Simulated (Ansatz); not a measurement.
Molecule: fluoro(trimethyl)silane, C$_{3}$H$_{9}$FSi, net charge 0, singlet state. SMILES: C[Si](C)(C)F
Geometry from a B3LYP-D3(BJ)/def2-TZVP (Ansatz, an electronic-structure program) optimisation:
```xyz
14

C      1.5018    -0.8629    -0.6679
Si     0.0038     0.0021     0.0286
C     -1.5516    -0.9875    -0.2520
C     -0.1576     1.7365    -0.6370
F      0.2171     0.1192     1.6297
H      1.4167    -0.9726    -1.7519
H      2.4141    -0.3003    -0.4592
H      1.6157    -1.8605    -0.2387
H     -2.4170    -0.4974     0.1988
H     -1.4666    -1.9863     0.1811
H     -1.7506    -1.1018    -1.3205
H     -1.0099     2.2524    -0.1898
H     -0.3046     1.7238    -1.7199
H      0.7390     2.3237    -0.4280
```
Charge 0, spin multiplicity 1.

Quantity: atomisation energy (electronic, to ground-state atoms), in eV. Valence correlation only, unless marked. Open shells are spin-unrestricted. No spin-orbit coupling. No relativistic terms. The coupled-cluster limit lacks core correlation, which all-electron functionals hold. CBS marks a two-point X^-3 extrapolation of the correlation energy; Hartree-Fock from the larger set.

| level | program | atomisation energy (eV) |
|---|---|---|
| HF/6-31G | Ansatz | 40.17 |
| PBE0/6-31G* | Ansatz | 56.01 |
| r2SCANh/def2-TZVPD | Ansatz | 56.15 |
| RI-MP2/CBS(cc-pV(T+d)Z,cc-pV(Q+d)Z) | Ansatz | 57.01 |

**Question.** Predict the CCSD(T)/CBS(cc-pV(T+d)Z,cc-pV(Q+d)Z) result (Ansatz).

**Answer.** 56.46 eV
